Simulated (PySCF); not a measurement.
Ground-state electric properties of a mixed set of molecules.

All values: CAM-B3LYP/def2-SVPD (PySCF) at PBE0-D3(BJ)/def2-SVP geometries, gas phase, one conformer each. Core orbitals are frozen in the response; Δα² is half the sum of the squared differences of the principal polarisabilities. The calculation is non-relativistic, for selenium and bromine too.

Question: Rank by HOMO–LUMO gap, highest first.
A. `Cl[SiH]1OCCCO1`
B. `OB(O)Br`
C. `CC(C)(C)SC1=CC=CC=C1`
D. `F[C@@H]1C[C@H](F)OCO1`
E. `C[Se](C)(Br)Br`
F. `N#CCC(=S)OCF`

Answer: D (11.10 eV), A (10.93 eV), B (10.10 eV), C (8.13 eV), F (7.56 eV), E (6.86 eV).

Question: Rank by dipole moment, lowest first.
A. `[F:1][C@@H:2]1[CH2:3][C@H:4]([F:5])[O:6][CH2:7][O:8]1` with F1–C2–C3–C4 -76°, C2–C3–C4–F5 76°, C3–C4–O6–C7 53°, C4–O6–C7–O8 -60°
B. `C[Se](C)(Br)Br` (SeBr2Me2)
C. `[OH:1][B:2]([OH:3])[Br:4]` with H–O1–B2–O3 0°, O1–B2–O3–H 180°
D. `[N:1]#[C:2][CH2:3][C:4](=[S:5])[O:6][CH2:7][F:8]` with C2–C3–C4–S5 -149°, C3–C4–O6–C7 177°, C4–O6–C7–F8 -81°
E. `[CH3:1][C:2]([CH3:3])([CH3:4])[S:5][c:6]1[cH:7][cH:8][cH:9][cH:10][cH:11]1` with C2–S5–C6–C7 -91°
F. `[Cl:1][SiH:2]1[O:3][CH2:4][CH2:5][CH2:6][O:7]1` with Cl1–Si2–O3–C4 83°, Si2–O3–C4–C5 47°, O3–C4–C5–C6 -58°, C4–C5–C6–O7 59°

Answer: D (1.64 D), E (1.83 D), C (2.00 D), A (2.22 D), B (2.50 D), F (2.70 D).

All values together:

| SMILES | formula | μ (D) | HOMO (eV) | LUMO (eV) | α (Å³) | Δα (Å³) | electrons | α per electron (Å³) | ΔSCF removal energy (eV) |
| --- | --- | --- | --- | --- | --- | --- | --- | --- | --- |
| CC(C)(C)Sc1ccccc1 | C10H14S | 1.83 | -7.81 | 0.32 | 20.54 | 9.03 | 90 | 0.228 | – |
| Cl[SiH]1OCCCO1 | C3H7ClO2Si | 2.70 | -9.85 | 1.08 | 11.23 | 2.09 | 72 | 0.156 | 10.63 |
| F[C@@H]1C[C@H](F)OCO1 | C4H6F2O2 | 2.22 | -10.07 | 1.03 | 8.07 | 0.92 | 64 | 0.126 | – |
| C[Se](C)(Br)Br | C2H6Br2Se | 2.50 | -8.56 | -1.70 | 18.13 | 15.43 | 122 | 0.149 | – |
| N#CCC(=S)OCF | C4H4FNOS | 1.64 | -8.83 | -1.27 | 11.41 | 5.17 | 68 | 0.168 | – |
| OB(O)Br | BBrH2O2 | 2.00 | -9.83 | 0.27 | 6.48 | 2.26 | 58 | 0.112 | 11.18 |

Conformers: `[CH3:1][C:2]([CH3:3])([CH3:4])[S:5][c:6]1[cH:7][cH:8][cH:9][cH:10][cH:11]1` with C2–S5–C6–C7 -91°; `[Cl:1][SiH:2]1[O:3][CH2:4][CH2:5][CH2:6][O:7]1` with Cl1–Si2–O3–C4 83°, Si2–O3–C4–C5 47°, O3–C4–C5–C6 -58°, C4–C5–C6–O7 59°; `[F:1][C@@H:2]1[CH2:3][C@H:4]([F:5])[O:6][CH2:7][O:8]1` with F1–C2–C3–C4 -76°, C2–C3–C4–F5 76°, C3–C4–O6–C7 53°, C4–O6–C7–O8 -60°; `[N:1]#[C:2][CH2:3][C:4](=[S:5])[O:6][CH2:7][F:8]` with C2–C3–C4–S5 -149°, C3–C4–O6–C7 177°, C4–O6–C7–F8 -81°; `[OH:1][B:2]([OH:3])[Br:4]` with H–O1–B2–O3 0°, O1–B2–O3–H 180°.

A dash marks a removal energy that wasn't run or isn't settled.

Q: How closely does the mean polarisability follow the number of electrons in this set?

A: The correlation coefficient is 0.83; α per electron runs from 0.112 to 0.228 Å³.
